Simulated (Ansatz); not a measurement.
Reaction (atomization): `[NH2][Sn][NH2]` → 4 H• + 2 N• + Sn•

Calculated with Ansatz (gas phase, PBE0-D4/def2-TZVP geometries, no zero-point term in ΔE). CBS: MP2 limit from def2 TZ/QZ plus the TZ coupled-cluster correction, frozen cores. This one scheme is used for every species, atoms too. DFT in def2-TZVPP. B3LYP here is the variant with VWN-RPA as its local correlation; programs differ in this. HSE06 is defined as in plane-wave codes. Open shells (•) are unrestricted, without spin–orbit coupling. Spin–orbit coupling would lower the free atoms: strongly for Sn. Elements past krypton have def2 core potentials. For Sn outer-core shells are correlated without core-valence functions, so the limit isn't a true one: a few kJ/mol of doubt a bond, and 10 to 20 or more in all where bonds break to atoms. Each species was taken in one conformer, which may not be the lowest.

```json
{"level": "B97M-V", "ΔE (eV)": "22.68"}
{"level": "HSE06-D4", "ΔE (eV)": "22.45"}
{"level": "CAM-B3LYP-D4", "ΔE (eV)": "22.87"}
{"level": "B3LYP", "ΔE (eV)": "22.65"}
{"level": "HF/def2-TZVPP", "ΔE (eV)": "13.96"}
{"level": "HF/def2-QZVPP", "ΔE (eV)": "14.05"}
{"level": "MP2/CBS(def2)", "ΔE (eV)": "23.00"}
{"level": "CCSD/CBS(def2)", "ΔE (eV)": "22.34"}
```

Problem. What does CCSD(T)/CBS give? (An estimate is asked.)

Solution. The calculation gave: +22.81 eV. The listed levels differ from it by -0.13, -0.36, 0.06, -0.16, -8.85, -8.76, 0.19, -0.47 eV.

Largest T1 diagnostic among the species: 0.016.

From PBE to PBE0 (25 % exact exchange), in def2-TZVPP and without D4, ΔE moves by −0.79 eV: exact exchange takes away binding that semilocal exchange gives to molecules. Leaving LDA and LC-ωPBE aside and taking each functional with its dispersion term where it has one, the values, not all of them listed here, spread over 1.48 eV, from BHLYP-D4 to PBE-D4. LDA lies +3.25 eV from PBE without D4, its usual overbinding.

For atomizations the MP2-based limit and the directly extrapolated one differ by several kJ/mol either way, and by 10 to 25 for some Ge, Se and Sn compounds, so smaller differences from it don't rank the levels.
